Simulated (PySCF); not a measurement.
C6H11N3.
Bonds: C1–C2, C2–N3 (aromatic), N3–N4 (aromatic), N4–C5 (aromatic), C5–C6, C6–C7, C6–C8, C5–N9 (aromatic), C2–N9 (aromatic). Hydrogens: H10, H11, H12 on C1; H13 on N4; H14 on C6; H15, H16, H17 on C7; H18, H19, H20 on C8.

NICS is the negative of the GIAO shielding at a point without a nucleus: at the ring centre (0) and 1 Å above and below it (1); zz is the component along the ring normal. Level: GIAO PBE0/pcSseg-1 (PySCF, non-relativistic, gas phase) on the PBE0-D3(BJ)/def2-SVP geometry, one conformer.

Ring bond lengths (Å), with Mayer bond orders in brackets: C2–N3 1.322 (1.59), N3–N4 1.339 (1.15), N4–C5 1.350 (1.16), C5–N9 1.318 (1.50), N9–C2 1.361 (1.34).

Question: Give the NICS values of each ring in ppm.

Answer: 
```csv
ring,type,NICS(0),"NICS(1), two faces","NICS(1)zz, two faces",rms pucker (Å),"centre to ring atoms, mean (Å)"
C2–N3–N4–C5–N9,5-membered ring with 3 N; formal bonds all aromatic,-11.9,-11.5 / -11.3,-29.2 / -29.3,0.00,1.14
```

Question: What do they say, and how far can they be read as aromaticity?

Answer: 
- C2–N3–N4–C5–N9: mean NICS(1)zz -29.3 ppm, shielded, aromatic by this magnetic criterion (flat ring, no four-coordinate atom).

Question: And the bond-length index? HOMA = 1 − mean of α(R − Ropt)² over the ring bonds, with Krygowski's 1993 parameters (CN: Ropt 1.334 Å, α 93.52 Å⁻²; NN: Ropt 1.309 Å, α 130.33 Å⁻²).

Answer: 
- C2–N3–N4–C5–N9: HOMA 0.95; the largest term is that of N3–N4, α(R − Ropt)² = 0.12. The geometric and the magnetic index point the same way.

Question: At the second NICS(1) probe listed for ring C2–N3–N4–C5–N9, 1 Å off the ring, what do the in-plane components average?

Answer: The isotropic value is a third of the trace: (3 × -11.3 − (-29.3))/2 = -2.3 ppm.

Question: Give the inner angles of the rings and the Hirshfeld charges of the ring atoms.

Answer: 
- C2–N3–N4–C5–N9: C2 114.0° (+0.080 e), N3 102.5° (-0.173 e), N4 111.0° (-0.026 e), C5 108.6° (+0.101 e), N9 103.9° (-0.216 e); sum 540.0° against 540° for a flat convex ring.

Question: How shielded are the nuclei of the rings and their hydrogens (means over atoms taken as equivalent)?

Answer: 
```
atoms                  environment  σ isotropic (ppm)  principal values of the symmetric part, first atom (ppm)
   C2  substituted aromatic carbon               19.1                                         -56.8, 16.5, 97.5
   N3       pyridine-type nitrogen              -48.2                                      -245.4, -59.3, 160.3
   N4        pyrrole-type nitrogen               49.1                                        -58.7, 82.3, 123.7
   C5  substituted aromatic carbon               20.8                                        -37.5, -1.1, 101.0
   N9       pyridine-type nitrogen              -19.9                                      -188.6, -90.7, 219.7
  H13                 N–H hydrogen              22.26                                          15.9, 24.5, 26.4
```

Question: How do the values depend on the level or the medium?

Answer: 
```json
{"level": "PBE0/pcSseg-1, gas", "NICS(0), C2–N3–N4–C5–N9": "-11.9", "mean NICS(1)zz, C2–N3–N4–C5–N9": "-29.3"}
{"level": "PBE0/pcSseg-1, IEF-PCM chloroform", "NICS(0), C2–N3–N4–C5–N9": "-11.6", "mean NICS(1)zz, C2–N3–N4–C5–N9": "-29.0"}
{"level": "PBE0/pcSseg-1, IEF-PCM water", "NICS(0), C2–N3–N4–C5–N9": "-11.5", "mean NICS(1)zz, C2–N3–N4–C5–N9": "-28.9"}
```

The geometry is the same throughout; the continuum's cavity takes Bondi-type radii × 1.2.

Conformer computed: `[CH3:1][c:2]1[n:3][nH:4][c:5]([CH:6]([CH3:7])[CH3:8])[n:9]1`: N4–C5–C6–C7 -125°.
